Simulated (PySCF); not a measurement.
An unknown shows these calculated signals:

1H NMR (600 MHz, computed): δ 8.58 (d, 1H), 7.78 (m, 1H), 7.11 (m, 1H), 6.80 (d, 1H), 4.35 (s, 3H), 3.18 (m, 1H), 2.57 (m, 1H), 1.52 (m, 1H), 1.47 (m, 1H).

13C{1H} NMR (computed): δ 173.7 (C), 152.5 (CH), 142.5 (CH), 123.2 (CH), 118.5 (CH), 17.9 (C), 8.8 (CH2).

Level of theory: coordinates at the GFN2-xTB level, shieldings: GIAO PBE0/pcSseg-1, in PySCF 2.14.0 with density-fitted response routines (no solvent, a single conformation, non-relativistic, fast rotation and ring inversion assumed for equivalent nuclei).

Scale: TMS for 1H (31.72 ppm) and 13C (186.93 ppm) (reference shieldings calculated alike).

**Question.** Which of these does the molecule contain: a vinyl group CH=CH2, an NH or NH2 group, a heteroaromatic ring, a Si–H bond, a three-membered ring, a carboxylic acid?

**Answer.** 
- A vinyl group CH=CH2: no.
- An NH or NH2 group: no.
- A heteroaromatic ring: yes.
- A Si–H bond: yes (δH 4.35 (s)).
- A three-membered ring: yes.
- A carboxylic acid: no.

The data belong to `InChI=1S/C7H11NSi2/c9-7(5-10-7)6-3-1-2-4-8-6/h1-4H,5,10H2,9H3/t7-/m0/s1`; they needn't prove each group on their own.

Carbon signals by region: 1 in the far downfield region (above 160 ppm), 4 in the sp2 and nitrile region (100–160 ppm), 2 below 50 ppm. Above 160 ppm: 173.7, substituted aromatic carbon next to a ring nitrogen.

Shifts are as computed. Against solution values, carbons near 30 ppm lie about +3 ppm off and those near 130 ppm about +5 ppm. Of 1211 compounds with measured shifts, 218 miss one by over three times the rms of a fit or turn the order of signals round; such compounds aren't used in these exercises. No couplings were computed; multiplicities are counted from neighbouring protons, with m where these are inequivalent, close in shift, in a saturated or five-membered ring or joined by F or P, and br s for small geminal =CH2 splittings.
